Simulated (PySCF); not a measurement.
Precursor series Cd F-Br. Isolated molecules, 0 K electronic values unless said otherwise.

Calculation: PySCF with TPSSh-D3(BJ)/def2-TZVP // BP86-D3(BJ)/def2-SVP. 

```
species                                HOMO–LUMO gap (eV)  HOMO (eV)  mean distance from the central atom to its bonded neighbours (Å)
-------------------------------------  ------------------  ---------  ----------------------------------------------------------------
0 of 2 F replaced by Br ([Cd(F)2])                   6.15      -8.98                                                             1.929
1 of 2 F replaced by Br ([Cd(F)(Br)])          (withheld)      -7.95                                                             2.172
2 of 2 F replaced by Br ([Cd(Br)2])                  4.96      -7.72                                                        (withheld)
```

Question: Complete the blanks.

Answer: 
- 1 of 2 F replaced by Br ([Cd(F)(Br)]), HOMO–LUMO gap (eV): 5.16
- 2 of 2 F replaced by Br ([Cd(Br)2]), mean distance from the central atom to its bonded neighbours (Å): 2.420
